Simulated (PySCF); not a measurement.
Computed vibrations of [TaO2(OH)2]−

[TaO2(OH)2]− (singlet). PySCF 2.14.0, RKS B3LYP, Ta def2-SVP with ECP60, O def2-SVP, H def2-SVP; non-relativistic Hamiltonian with scalar-relativistic core potentials where named; density fitting; no spin-orbit coupling. Central differences of gradients.

```xyz
7

Ta    0.0551    0.0551   -0.0978
O     1.7963   -0.1732    0.2854
O    -0.1732    1.7963    0.2854
O    -1.9821   -0.1646    0.2428
H    -2.3142    0.7297    0.3995
O    -0.1646   -1.9821    0.2428
H     0.7297   -2.3142    0.3995
```

Run from Python with OMP_NUM_THREADS=2. Where DIIS fails, smearing, a level shift and second-order steps follow.
It took 74 s on 2 threads of Arm Neoverse V1 (shared host).

Question: What are the harmonic wavenumbers and infrared intensities?

Answer: Modes are labelled in Cs; negative numbers are unstable modes, those under 60 cm⁻¹ near the noise; a finer grid moves soft modes by up to 10 cm⁻¹.
| cm⁻¹ | km/mol | symmetry |
| --- | --- | --- |
| -254 | – | a'' |
| 140 | 68.2 | a' |
| 244 | 56.6 | a'' |
| 269 | 2.2 | a' |
| 348 | 15.3 | a' |
| 504 | 79.3 | a'' |
| 541 | 0.4 | a'' |
| 541 | 113.1 | a' |
| 591 | 199.4 | a' |
| 694 | 155.7 | a'' |
| 731 | 168.6 | a' |
| 844 | 224.2 | a'' |
| 889 | 138.4 | a' |
| 3824 | 26.1 | a'' |
| 3827 | 4.1 | a' |

Question: Is this a minimum?

Answer: No: 1 unstable; the lowest moves the atoms so:
```
Ta   0.00  0.00  0.00
O   -0.10  0.03  0.42
O   -0.03  0.10 -0.42
O    0.12  0.02  0.43
H    0.16  0.06  0.29
O   -0.02 -0.12 -0.43
H   -0.06 -0.16 -0.29
```
